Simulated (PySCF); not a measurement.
## `C=CC#CC#CCBr`, C7H5Br

Molfile (atoms numbered from 1):
```
C7H5Br
     RDKit          3D

 13 12  0  0  0  0  0  0  0  0999 V2000
   -3.7567    0.0247    0.0899 C   0  0  0  0  0  0  0  0  0  0  0  0
   -2.7650    0.5804    0.7815 C   0  0  0  0  0  0  0  0  0  0  0  0
   -1.4098    0.3986    0.4719 C   0  0  0  0  0  0  0  0  0  0  0  0
   -0.2346    0.2471    0.2111 C   0  0  0  0  0  0  0  0  0  0  0  0
    1.0743    0.0774   -0.0800 C   0  0  0  0  0  0  0  0  0  0  0  0
    2.2286   -0.1118   -0.3896 C   0  0  0  0  0  0  0  0  0  0  0  0
    3.6160   -0.2806   -0.6822 C   0  0  0  0  0  0  0  0  0  0  0  0
    4.7627    0.7230    0.6066 Br  0  0  0  0  0  0  0  0  0  0  0  0
   -3.5668   -0.6074   -0.7617 H   0  0  0  0  0  0  0  0  0  0  0  0
   -4.7863    0.1870    0.3571 H   0  0  0  0  0  0  0  0  0  0  0  0
   -2.9648    1.2150    1.6371 H   0  0  0  0  0  0  0  0  0  0  0  0
    3.9246   -1.3232   -0.5931 H   0  0  0  0  0  0  0  0  0  0  0  0
    3.8734    0.1133   -1.6664 H   0  0  0  0  0  0  0  0  0  0  0  0
  1  2  2  0
  2  3  1  0
  3  4  3  0
  4  5  1  0
  5  6  3  0
  6  7  1  0
  7  8  1  0
  1  9  1  0
  1 10  1  0
  2 11  1  0
  7 12  1  0
  7 13  1  0
M  END
```

The calculation used GIAO CAM-B3LYP/pcSseg-1 magnetisability, rotational g tensor and spin-rotation constants, non-relativistic, gas phase (PySCF 2.14.0). Geometry: GFN2-xTB.

The calculation is non-relativistic, which matters for the atoms heavier than Zn.

Q: What are the magnetisability and the molar susceptibility?

A: Isotropic -1451 × 10⁻³⁰ J/T², or -87.4 × 10⁻⁶ cm³/mol; principal values -1567, -1409, -1376 × 10⁻³⁰ J/T², anisotropy 176 × 10⁻³⁰ J/T² (root of half the summed squared differences of the principal values). The susceptibility is in cgs units.

Q: Split it along the inertial axes a, b, c into diamagnetic and paramagnetic parts about the centre of mass, with the quadrupole moment.

A: 
```
axis  χ (10⁻⁶ cm³/mol)  diamagnetic (10⁻⁶ cm³/mol)  paramagnetic (10⁻⁶ cm³/mol)  summed x² of all electrons (Å²)  quadrupole Θ (D Å)
   a             -94.1                      -253.0                        158.9                            846.5              +11.90
   b             -83.2                     -3652.6                       3569.4                             45.2               -0.77
   c             -84.9                     -3783.1                       3698.2                             14.4              -11.13
```
Anisotropies 2χaa − χbb − χcc = -20.1 and 2χbb − χaa − χcc = +12.6 × 10⁻⁶ cm³/mol. Θ is traceless in Buckingham's convention.

Q: And the rotational g tensor?

A: 
| axis | rotational constant (GHz) | g | nuclear part | electronic part |
| --- | --- | --- | --- | --- |
| a | 8.5806 | -0.0346 | 0.6059 | -0.6405 |
| b | 0.3106 | -0.0018 | 0.5191 | -0.5208 |
| c | 0.3003 | -0.0006 | 0.5212 | -0.5218 |

Asymmetric top; isotopes 79Br, 12C, 1H; no vibrational averaging.
